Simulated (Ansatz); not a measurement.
BrClSi (`Cl[Si]Br`) at its PBE0-D4/def2-TZVP geometry, where that method's forces vanish. Charge 0, multiplicity 1.

```xyz
3

Cl    1.3184    1.0743   -0.0592
Si    0.2870   -0.5872    0.6368
Br   -1.6055   -0.4870   -0.5776
```

What forces (eV/Å) does r2SCAN-D4/def2-TZVPP give on these atoms in the Gaussian-basis code of Ansatz? (An estimate is asked.)

Computed: 
```
Cl1  0.063  0.076 -0.022
Si2  0.030 -0.066  0.071
Br3 -0.093 -0.009 -0.049
```
